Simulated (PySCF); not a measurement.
## Nickel: a sound run and one with changed settings

Sound run: Ni [Ar] 3d8 4s2, Ni⁺ [Ar] 3d9. Calculation: PySCF 2.14, in def2-SVP (5s3p2d1f, 31 functions); the non-relativistic Hamiltonian (point nucleus). In the sound run the correlated levels freeze [Ar]. The sound run starts from symmetry-adapted Hartree-Fock orbitals and uses a fine grid where one is needed.

Changed run: basis STO-3G. This setting is unsound on purpose.

```csv
species,method,sound run (hartree),changed run (hartree),converged
Ni,UHF,-1506.64312,-1489.73018,yes
Ni,TPSS,-1508.06462,-1490.81554,yes
Ni,MP2,-1506.82766,-1489.77778,yes
Ni⁺,UHF,-1506.34536,-1488.44114,yes
Ni⁺,TPSS,-1507.78666,-1489.53815,yes
Ni⁺,MP2,-1506.57792,-1488.43990,yes
```

Ionisation energy of Ni:

```json
{"method": "UHF", "sound run (eV)": "8.102", "changed run (eV)": "35.076"}
{"method": "TPSS", "sound run (eV)": "7.563", "changed run (eV)": "34.759"}
{"method": "LDA", "sound run (eV)": "7.469", "changed run (eV)": "34.489"}
{"method": "MP2", "sound run (eV)": "6.796", "changed run (eV)": "36.405"}
{"method": "SCS-MP2", "sound run (eV)": "7.066", "changed run (eV)": "36.656"}
```

A minimal basis cannot let orbitals breathe on ionisation and holds almost no correlation. A negative ionisation energy or a positive MP2 energy shows that the occupation asked for is not the lowest one in this basis.

For comparison, NIST gives 7.640 eV between the lowest levels.
